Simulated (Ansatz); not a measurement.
C3H3 (SMILES [CH]1C=C1), doublet, geometry from GFN2-xTB. Base run: HF/aug-cc-pVDZ in Ansatz (a first-principles code).

Geometry (Å):
```xyz
6

C      0.0114     0.0004     0.8911
C      0.0626    -0.6601    -0.4173
C      0.0425     0.6614    -0.4177
H     -0.7930    -0.0116     1.6089
H      0.0710    -1.5670    -0.9723
H      0.0231     1.5679    -0.9732
```
Charge 0, spin multiplicity 2.
Orbitals are unrestricted.
All else is at Ansatz's defaults.

Each row names what was changed in the base input (with any setting that the change needs).

```
change                                       E (Eh)  SCF-reference <S^2>
---------------------------------------  ----------  -------------------
base                                     -115.20680                0.762
functional = hse06                       -115.81524                0.754
functional = PBE0-DH                     -115.81405                0.756
functional = BHLYP                       -115.88904                0.755
functional = blyp; dispersion = d3bjatm  -115.91653                0.752
functional = lc_wpbe                     -115.87975                0.754
functional = b3lyp                       -115.96493                0.753
functional = B2PLYP                      -115.83402                0.756
functional = r2scan                      -115.89334                0.755
functional = b3lyp5                      -115.88814                0.753
functional = B97M-V                      -115.97003                0.754
functional = wB97M-V                     -115.90681                0.753
functional = SVWN5                       -114.86584                0.752
```

Absolute energies of different levels of theory aren't comparable as measures of quality.
